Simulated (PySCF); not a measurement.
## Excitation energy of Ti by level of theory

Ti [Ar] 3d2 4s2 (3F) → Ti [Ar] 3d4 (5D), as a difference of total energies. Computed with PySCF 2.14 in x2c-TZVPPall, with scalar relativity by spin-free X2C-1e. Correlated levels: valence: [Ar] frozen; valence and next inner shell: [Ne] frozen. The calculations carry no spin-orbit coupling.

| method | excitation energy (cm⁻¹) |
| --- | --- |
| UHF | 36858 |
| LDA | 17875 |
| PBE | 19005 |
| PBE0 | 22956 |
| r2SCAN | 20967 |
| TPSSh | 22701 |
| BHandHLYP | 30854 |
| PBEsol | 17848 |
| M06 | 23798 |
| MP2 (valence) | 32549 |
| SCS-MP2 (valence) | 41021 |
| MP2 (valence and next inner shell) | 26563 |
| SCS-MP2 (valence and next inner shell) | 35488 |

A first-order spin-orbit estimate (lowest level to lowest level, LS coupling) adds 0.014 eV.
